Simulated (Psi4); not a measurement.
C2H8GaN, singlet, geometry from GFN2-xTB (such geometries of metal compounds can be far from the true shape); TPSS/def2-TZVP run with Psi4.

Psi4 was given this input:
```
memory 2 GB

molecule mol {
0 1
Ga   -0.007095    0.004606   -0.007141
C    -1.471996   -1.395434   -0.176654
H    -1.039441   -2.374678   -0.395855
H    -2.178722   -1.145049   -0.970708
H    -2.028962   -1.481525    0.759720
C     0.130331    1.800047   -0.949452
H     0.261257    1.666574   -2.026202
H     0.982086    2.367035   -0.567266
H    -0.775641    2.392824   -0.801612
N     1.352702   -0.413562    1.137001
H     2.151404    0.170154    1.350881
H     1.429026   -1.270876    1.670046
}

set {
  basis def2-tzvp
  reference rks
  d_convergence 1e-8
}

energy('tpss')
print_variables()
```

Problem. Write the output that Psi4 gives for this input, abridged.

Solution. 
```
   => Loading Basis Set <=

    Name: DEF2-TZVP
    Role: ORBITAL
    Keyword: BASIS

         ---------------------------------------------------------
                                   SCF
               by Justin Turney, Rob Parrish, Andy Simmonett
                          and Daniel G. A. Smith
                              RKS Reference
         ---------------------------------------------------------

  ==> Geometry <==

    Molecular point group: c1
    Full point group: C1

    Geometry (in Angstrom), charge = 0, multiplicity = 1:

       Center              X                  Y                   Z               Mass
    ------------   -----------------  -----------------  -----------------  -----------------
         GA          -0.017048836760     0.007139359742    -0.015205677256    68.925573500000
         C           -1.481949836760    -1.392900640258    -0.184718677256    12.000000000000
         H           -1.049394836760    -2.372144640258    -0.403919677256     1.007825032230
         H           -2.188675836760    -1.142515640258    -0.978772677256     1.007825032230
         H           -2.038915836760    -1.478991640258     0.751655322744     1.007825032230
         C            0.120377163240     1.802580359742    -0.957516677256    12.000000000000
         H            0.251303163240     1.669107359742    -2.034266677256     1.007825032230
         H            0.972132163240     2.369568359742    -0.575330677256     1.007825032230
         H           -0.785594836760     2.395357359742    -0.809676677256     1.007825032230
         N            1.342748163240    -0.411028640258     1.128936322744    14.003074004430
         H            2.141450163240     0.172687359742     1.342816322744     1.007825032230
         H            1.419072163240    -1.268342640258     1.661981322744     1.007825032230

  Running in c1 symmetry.

  Rotational constants: A =      0.18782  B =      0.14779  C =      0.08533 [cm^-1]
  Rotational constants: A =   5630.57663  B =   4430.77752  C =   2558.17122 [MHz]
  Nuclear repulsion =  272.236815819667925

  Charge       = 0
  Multiplicity = 1
  Electrons    = 58
  Nalpha       = 29
  Nbeta        = 29

  ==> Algorithm <==

  SCF Algorithm Type is DF.
  DIIS enabled.
  MOM disabled.
  Fractional occupation disabled.
  Guess Type is SAD.
  Energy threshold   = 1.00e-06
  Density threshold  = 1.00e-08
  Integral threshold = 1.00e-12

  ==> Primary Basis <==

  Basis Set: DEF2-TZVP
    Blend: DEF2-TZVP
    Number of shells: 81
    Number of basis functions: 189
    Number of Cartesian functions: 211
    Spherical Harmonics?: true
    Max angular momentum: 3

  ==> DFT Potential <==

   => LibXC <=

    Version 7.1.2
    S. Lehtola, C. Steigemann, M. J. T. Oliveira, and M. A. L. Marques,  SoftwareX 7, 1–5 (2018) (10.1016/j.softx.2017.11.002)

   => Composite Functional: TPSS <=

    TPSS Meta-GGA XC Functional

    J. Tao, et al., Phys. Rev. Lett., 91, 146401, 2003

    Deriv               =              1
    GGA                 =           TRUE
    Meta                =           TRUE

    Exchange Hybrid     =          FALSE
    MP2 Hybrid          =          FALSE

   => Exchange Functionals <=

    1.0000   XC_MGGA_X_TPSS

   => Correlation Functionals <=

    1.0000   XC_MGGA_C_TPSS

   => LibXC Density Thresholds  <==

    XC_MGGA_C_TPSS:  1.00E-15
    XC_MGGA_X_TPSS:  1.00E-15

   => Molecular Quadrature <=

    Radial Scheme          =       TREUTLER
    Pruning Scheme         =           NONE
    Nuclear Scheme         =       TREUTLER

    Blocking Scheme        =         OCTREE
    BS radius alpha        =              1
    Pruning alpha          =              1
    Radial Points          =             75
    Spherical Points       =            302
    Total Points           =         259208
    Total Blocks           =           1964
    Max Points             =            256
    Max Functions          =            183
    Weights Tolerance      =       1.00E-15

   => Loading Basis Set <=

    Name: (DEF2-TZVP AUX)
    Role: JKFIT
    Keyword: DF_BASIS_SCF

  ==> Integral Setup <==

  SCF_SUBTYPE=INCORE selected. In-core MEM_DF algorithm will be used.
  Using in-core AOs.

  ==> MemDFJK: Density-Fitted J/K Matrices <==

    J tasked:                   Yes
    K tasked:                    No
    wK tasked:                   No
    Algorithm:                 Core
    Schwarz Cutoff:           1E-12
    Mask sparsity (%):       3.2474
    Fitting Condition:        1E-10

   => Auxiliary Basis Set <=

  Basis Set: (DEF2-TZVP AUX)
    Blend: DEF2-UNIVERSAL-JKFIT
    Number of shells: 183
    Number of basis functions: 637
    Number of Cartesian functions: 802
    Spherical Harmonics?: true
    Max angular momentum: 5

  Minimum eigenvalue in the overlap matrix is 7.4600808047E-04.
  Reciprocal condition number of the overlap matrix is 1.0709200517E-04.
    Using symmetric orthogonalization.

  ==> Pre-Iterations <==

  SCF Guess: Superposition of Atomic Densities via on-the-fly atomic UHF (no occupation information).

   -------------------------
    Irrep   Nso     Nmo
   -------------------------
     A        189     189
   -------------------------
    Total     189     189
   -------------------------

  ==> Iterations <==

                           Total Energy        Delta E     RMS |[F,P]|

   @DF-RKS iter SAD: -2057.00078771775543   -2.05700e+03   0.00000e+00
   @DF-RKS iter   1: -2058.29170256015232   -1.29091e+00   1.82603e-02 ADIIS/DIIS
   @DF-RKS iter   2: -2000.03549291470699    5.82562e+01   5.42367e-02 ADIIS/DIIS
   @DF-RKS iter   3: -2059.77164189809673   -5.97361e+01   6.95819e-03 ADIIS/DIIS
   @DF-RKS iter   4: -2060.12388411128541   -3.52242e-01   6.28823e-03 ADIIS/DIIS
   @DF-RKS iter   5: -2060.70107786245308   -5.77194e-01   1.24009e-03 ADIIS/DIIS
   @DF-RKS iter   6: -2060.72477419350889   -2.36963e-02   6.35886e-04 ADIIS/DIIS
   @DF-RKS iter   7: -2060.73086043353123   -6.08624e-03   2.28994e-04 ADIIS/DIIS
   @DF-RKS iter   8: -2060.73188502852963   -1.02459e-03   3.91872e-05 DIIS
   @DF-RKS iter   9: -2060.73190700899477   -2.19805e-05   4.12383e-06 DIIS
   @DF-RKS iter  10: -2060.73190718688647   -1.77892e-07   1.77229e-06 DIIS
   @DF-RKS iter  11: -2060.73190723797234   -5.10859e-08   8.08807e-07 DIIS
   @DF-RKS iter  12: -2060.73190725029917   -1.23268e-08   1.98537e-07 DIIS
   @DF-RKS iter  13: -2060.73190725107088   -7.71706e-10   2.42465e-08 DIIS
   @DF-RKS iter  14: -2060.73190725108179   -1.09139e-11   6.82919e-09 DIIS
  Energy and wave function converged.

  ==> Post-Iterations <==

   Electrons on quadrature grid:
      Ntotal   =   58.0000025069 ; deviation = 2.507e-06

    Orbital Energies [Eh]
    ---------------------

    Doubly Occupied:

[...]
    Virtual:

[...]
     189A     31.733333

    Final Occupation by Irrep:
              A
    DOCC [    29 ]
    NA   [    29 ]
    NB   [    29 ]

  @DF-RKS Final Energy: -2060.73190725108179

   => Energetics <=

    Nuclear Repulsion Energy =            272.2368158196679246
    One-Electron Energy =               -3408.8176627525658660
    Two-Electron Energy =                1171.6940107517434626
    DFT Exchange-Correlation Energy =     -95.8450710699271298
    Empirical Dispersion Energy =           0.0000000000000000
    VV10 Nonlocal Energy =                  0.0000000000000000
    Total Energy =                      -2060.7319072510817932

Computation Completed

Properties will be evaluated at   0.000000,   0.000000,   0.000000 [a0]

Properties computed using the SCF density matrix

 Multipole Moments:

 ------------------------------------------------------------------------------------
     Multipole            Electronic (a.u.)      Nuclear  (a.u.)        Total (a.u.)
 ------------------------------------------------------------------------------------

 L = 1.  Multiply by 2.5417464519 to convert [e a0] to [Debye]
 Dipole X            :          1.2446414           -1.0910079            0.1536335
 Dipole Y            :         -0.3242401            0.2776459           -0.0465943
 Dipole Z            :          1.0175015           -0.8839143            0.1335872
 Magnitude           :                                                    0.2088536

 ------------------------------------------------------------------------------------

  Variable Map:
  ----------------------------------------------------------------------------
[...]
  Array Variable Map:
  ----------------------------------------------------------------------------
[...]
[...]
```
